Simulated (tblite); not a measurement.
Q: What does the GFN2-xTB structure of `N([C@H](C)[CH]C)[SiH2]N` [radical] look like in three dimensions? (Doublet state.)

A: 
```
atom  x, y, z in Å
C1    -1.9280   -1.5337    1.1229
C2    -1.7885   -0.1745    0.5607
C3    -0.7439    0.1367   -0.4459
C4    -1.0945    1.3765   -1.2721
N5     0.5303    0.3046    0.2479
Si6    2.0549   -0.0385   -0.4568
N7     3.1593    0.2317    0.8419
H8    -1.8050   -2.2882    0.3457
H9    -2.8980   -1.6620    1.6011
H10   -1.1591   -1.7319    1.8809
H11   -2.2578    0.6478    1.0766
H12   -0.6101   -0.7176   -1.1189
H13   -2.0345    1.2273   -1.7972
H14   -1.1902    2.2438   -0.6219
H15   -0.3079    1.5707   -1.9968
H16    0.4853    1.0587    0.9181
H17    2.5426    0.8448   -1.5270
H18    1.9354   -1.4120   -0.9708
H19    4.1398    0.1479    0.6338
H20    2.9647   -0.2213    1.7205
```

Orientation and origin are arbitrary. Atoms count from 1 in this order. The 3 C–C bonds span 1.477 Å (C1–C2, drawn single) to 1.531 Å (C3–C4, drawn single), a spread of 0.054 Å. N7 (nitrogen bonded to Si and 2 H) is pyramidal (angles 117.5°, 117.1° and 109.3°, sum 343.9°, 0.28 Å off the plane of its three neighbours). Si6 (silicon bonded to 2 N and 2 H) is distorted tetrahedral (angles from 103.2° to 118.3°). N5 (nitrogen bonded to C, Si and H) has angles 123.9°, 117.5° and 111.2°, sum 352.6°, 0.21 Å off the plane of its three neighbours.

Bonds between heavy atoms (Å): C1–C2 1.477, C2–C3 1.484, C3–C4 1.531, C3–N5 1.460, N5–Si6 1.714, Si6–N7 1.726.

The geometry is computed with GFN2-xTB (gas phase). This method treats the open shell by occupation alone, without spin polarisation.

Point group: C1 (no symmetry element, even within 0.4 Å). Its GFN2-xTB frequencies are all real (lowest 31 cm⁻¹). Torsions: C1–C2–C3–C4 158°, C2–C3–N5–Si6 151°, C3–N5–Si6–N7 -176°, N5–Si6–N7–H -176° and 51°. 3 starts were optimised and ended at 0.00, 0.43 and 2.07 kcal/mol (GFN2-xTB); the lowest of these is shown.

One conformer stands for the species.
